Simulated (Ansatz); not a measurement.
Start from `C=C[Si](O)(O)O[SiH3]` and change one atom or group to get `CO[Si](O)(O)O[SiH3]`.

Ansatz, PBE0-D4/def2-TZVP geometries, multiplicity 1. Each molecule was computed in one conformer, which needn't be the lowest.

| property | `C=C[Si](O)(O)O[SiH3]` |
| --- | --- |
| HOMO energy (PBE0/def2-TZVPP) / eV | -8.05 |
| size of the dipole moment (B3LYP/def2-TZVPP) / D | 1.25 |
| LUMO energy (ωB97M-V/def2-TZVPP) / eV | 1.60 |
| HOMO energy (PBE/def2-TZVPP) / eV | -6.88 |
| HOMO–LUMO gap (ωB97M-V/def2-TZVPP) / eV | 11.93 |
| LUMO energy (B3LYP/def2-TZVPP) / eV | -0.64 |

(1) What does the change do to each property? (Estimate.)

## Answers

(1) Computed: 
```json
{"property": "HOMO energy (PBE0/def2-TZVPP) / eV", "`CO[Si](O)(O)O[SiH3]`": "-8.42", "shift": "-0.37"}
{"property": "size of the dipole moment (B3LYP/def2-TZVPP) / D", "`CO[Si](O)(O)O[SiH3]`": "1.33", "shift": "0.08"}
{"property": "LUMO energy (ωB97M-V/def2-TZVPP) / eV", "`CO[Si](O)(O)O[SiH3]`": "1.72", "shift": "0.12"}
{"property": "HOMO energy (PBE/def2-TZVPP) / eV", "`CO[Si](O)(O)O[SiH3]`": "-6.78", "shift": "0.10"}
{"property": "HOMO–LUMO gap (ωB97M-V/def2-TZVPP) / eV", "`CO[Si](O)(O)O[SiH3]`": "12.58", "shift": "0.65"}
{"property": "LUMO energy (B3LYP/def2-TZVPP) / eV", "`CO[Si](O)(O)O[SiH3]`": "-0.11", "shift": "0.53"}
```

With PBE0 the HOMO falls by 0.37 eV and the LUMO rises by 0.60 eV, so the gap widens by about 0.97 eV. PBE moves the HOMO by 0.10 eV and ωB97M-V by -0.52 eV. Dipoles are sizes alone; their direction can turn.

B3LYP here is the variant with VWN-RPA as its local correlation; programs differ in this.
